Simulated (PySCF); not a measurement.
**Ions at one geometry of [Tl(CH3)2]+**

PySCF 2.14.0, RKS PBE0, Tl def2-SVP with ECP60, C def2-SVP, H def2-SVP; non-relativistic Hamiltonian with scalar-relativistic core potentials where named; density fitting; no spin-orbit coupling; singlets restricted, open shells unrestricted. The geometry is relaxed for charge +1, singlet, vacuum:

```xyz
9

Tl    0.0000    0.0000    0.7920
C     2.1395    0.0000    0.7893
H     2.4792    0.0000   -0.2557
H     2.4822    0.9045    1.3108
H     2.4822   -0.9045    1.3108
C    -2.1395    0.0000    0.7893
H    -2.4792    0.0000   -0.2557
H    -2.4822   -0.9045    1.3108
H    -2.4822    0.9045    1.3108
```

Energies count from the relaxed state; an electron taken off or put on is at rest in vacuum. Charges and spins are Mulliken's.

```json
{"state": "charge +1, singlet, vacuum", "energy (eV)": "0.00", "spin squared": "0.00", "charge on Tl1 (e)": "0.65", "spin on Tl1 (e)": "0.00", "dipole about the centre of mass (D)": "0.00"}
{"state": "charge +2, doublet, vacuum", "energy (eV)": "15.54", "spin squared": "0.76", "charge on Tl1 (e)": "0.88", "spin on Tl1 (e)": "0.16", "dipole about the centre of mass (D)": "0.01"}
```

**Question.** What does the state charge 0, doublet, vacuum give?

**Answer.** energy (eV) -4.65, spin squared 0.75, charge on Tl1 (e) -0.12, spin on Tl1 (e) 1.05, dipole about the centre of mass (D) 0.13.

With an electron taken off (doublet) the charges change, summed by element, by Tl +0.23 e, C +0.27 e, H +0.50 e. The vertical ionisation energy is 15.54 eV, against −ε(HOMO) = 13.41 eV of the relaxed state. The level lies 2.1 eV too high, as is usual for semilocal functionals and global hybrids, which keep a self-interaction error.

With an electron put on (doublet) the charges change, summed by element, by Tl -0.77 e, C +0.05 e, H -0.28 e. The vertical electron affinity is 4.65 eV, against −ε(LUMO) = 6.42 eV of the relaxed state.

Open shells may have lower solutions than those found.
